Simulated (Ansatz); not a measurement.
Vertical ionisation energy (eV) of eight silicon and germanium compounds: PBE beside PBE0, computed with Ansatz (a program for electronic structure) for isolated molecules in the bases named; differences from unrounded values. The eight are the first of their class met in an unordered collection, after screening for sound electronic states; none was chosen by its value. Functionals give these values as differences of separate SCF runs (ΔSCF), EOM-CCSD as a root; each molecule has one DFT geometry for both levels.

```csv
molecule,basis,PBE0,PBE,difference
"F2GeH2S2, SMILES [F][Ge]([F])([SH])[SH]",def2-SVPD,10.47,10.06,-0.40
"Si(H)(F)(Cl)(Et) (C₂H₆ClFSi), SMILES CC[SiH](F)Cl",def2-SVPD,10.81,10.34,-0.47
"C₂H₄F₂OSi, SMILES O=C[Si@@H](F)CF",def2-SVPD,9.93,9.50,-0.43
"C2H9FSi3, SMILES [SiH3][Si@H]1[SiH2]C[C@@H]1F",def2-SVPD,9.31,9.05,-0.26
"CH3ClFNSi2, SMILES F[Si@]1(Cl)N=C[SiH2]1",def2-SVPD,9.35,9.16,-0.19
"C2H6N2Si, SMILES C#C[SiH](N)N",def2-SVPD,9.41,8.94,-0.47
"B(Cl)2(OSiH3) (BCl2H3OSi), SMILES ClB(Cl)O[SiH3]",def2-SVPD,11.20,10.56,-0.64
"C₂H₁₀FNSi₂, SMILES NC[SiH2]C[SiH2]F",def2-SVPD,9.18,8.83,-0.36
```

PBE lies below PBE0 in 8 and above it in 0 of the eight; the mean signed difference is -0.40 and the largest -0.64 eV.
